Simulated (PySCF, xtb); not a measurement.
C₂H₇BN₂O, SMILES B(O)(/N=C/C)N.

GFN2-xTB run with xtb at its own geometry gives an orbital gap of 3.29 eV and a dipole moment of 2.03 D.

Geometry: PBE0-D3(BJ)/def2-SVP. The structure was generated by enumeration; whether it is a known compound was not checked. Other conformers were not sampled.

**Question.** What does ωB97X/def2-TZVP in PySCF give? (An estimate is asked for; the answer gives what the named calculation found.)

**Answer.** gap 11.38 eV (levels -9.45 and 1.93 eV), dipole 2.14 D.
